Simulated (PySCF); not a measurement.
Molecular orbitals of HfSe

PW91 at R = 2.303 Å; basis Hf def2-TZVPP with ECP60, Se def2-TZVPP; scalar-relativistic core potentials; PySCF 2.14. State: ¹Σ⁺ (singlet), closed shell. Only the outer orbitals are listed, counted within each symmetry, core potentials removing the inner ones.

```
orbital  occ.  ε (eV)  on Hf (%)            main shells (%)
     4π     2  -34.96        100                   100 Hf p
     4π     2  -34.96        100                   100 Hf p
     8σ     2  -34.55         98                    98 Hf p
     9σ     2  -15.64          9                    90 Se s
    10σ     2   -6.98         33  64 Se p, 21 Hf s, 11 Hf d
     5π     2   -6.23         28           72 Se p, 24 Hf d
     5π     2   -6.23         28           72 Se p, 24 Hf d
    11σ     2   -4.87         96           63 Hf s, 30 Hf d
     2δ     0   -3.66        100                   100 Hf d
     2δ     0   -3.66        100                   100 Hf d
     6π     0   -2.89         83  62 Hf d, 20 Hf p, 16 Se p
```

Task: Which are the highest filled and the lowest empty level, where do they sit, and how wide is the gap?

Result: Highest filled 11σ at -4.87 eV (in %: 63 Hf s, 30 Hf d); lowest empty 2δ at -3.66 eV (in %: 100 Hf d); the gap at PW91 is 1.21 eV.

```
bond order (Mayer)                               : 2.60
⟨S²⟩                                             : 0.000
charge on Hf (Mulliken, basis-dependent)         : 0.18
charge on Hf (Löwdin, basis-dependent)           : -0.34
dipole moment (positive dipole means Hf(−)Se(+)) : -3.73 D
```

Spin–orbit coupling is left out.
